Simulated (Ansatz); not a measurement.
PBE exchange is replaced step by step with exact exchange (0 % is PBE, 25 % PBE0; no dispersion term), basis def2-TZVP, Ansatz. System: Zn2Cu. The state is a doublet with charge 0. Geometry: PBE-D4/def2-TZVP, each spin state at its own.

The relaxed quartet has other bonds than the doublet, so its gap is one between isomers.

Geometry of the doublet:

Cartesian coordinates in Å:
```
Cu -0.001 0.001 0.000
Zn 0.537 0.727 -2.304
Zn -0.535 -0.728 2.304
```

The structure comes from a short search, and lower isomers may exist.

HOMO and LUMO are taken over both spins.

| exact exchange (%) | HOMO (eV) | LUMO (eV) | gap (eV) | ⟨S²⟩ | quartet − doublet (kJ/mol) |
| --- | --- | --- | --- | --- | --- |
| 0 | -3.78 | -3.19 | 0.59 | 0.756 | 216.5 |
| 10 | -3.94 | -2.83 | 1.11 | 0.759 | 211.0 |
| 15 | -4.02 | -2.65 | 1.38 | 0.762 | 207.9 |
| 25 | -4.19 | -2.29 | 1.90 | 0.767 | 201.4 |
| 35 | -4.37 | -1.94 | 2.43 | 0.774 | 194.2 |
| 50 | -4.64 | -1.43 | 3.21 | 0.787 | 182.7 |

(1) Fit a straight line to the column «quartet − doublet (kJ/mol)» against the share of exact exchange and predict its value at 5 %.

Results:

(1) With x = exact exchange (%) and y = quartet − doublet (kJ/mol): mean x = 22.5, mean y = 202.3; Σ(x − x̄)(y − ȳ) = -1113, Σ(x − x̄)² = 1638; slope b = -0.6795, intercept a = ȳ − b·x̄ = 217.6. The residuals of the fitted rows reach 1.1. At x = 5 the line gives 217.6 + (-0.6795 × 5) = 214.2; the run gave 213.8, 0.4 less than the line.
